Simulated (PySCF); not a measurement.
# Ionisation energy of As+ by level of theory

As+ [Ar] 3d10 4s2 4p2 (3P) → As(2+) [Ar] 3d10 4s2 4p1 (2P), as a difference of total energies. Calculation: PySCF 2.14, in 6-31G*; no relativity, point nucleus. Correlated levels: valence: [Ar] 3d10 frozen. The calculations carry no spin-orbit coupling.

| method | ionisation energy (eV) |
| --- | --- |
| UHF | 18.036 |
| LDA | 18.770 |
| MP2 (valence) | 18.282 |
| SCS-MP2 (valence) | 18.221 |
| CCSD (valence) | 18.307 |

Question: Estimate what CCSD(T) (valence) gives.

Answer: 18.314 eV, closest to CCSD (valence) among the rows shown.

Question: Estimate what BP86 gives.

Answer: 18.726 eV, closest to LDA among the rows shown.

These non-relativistic numbers lack the scalar-relativistic shift.

The reference lies between the lowest fine-structure levels, while these numbers refer to the centres of the terms.

Errors of the correlated levels include the incompleteness of this basis and the frozen core.

For comparison: 18.589 eV (measured; NIST Atomic Spectra Database, ionization energies).
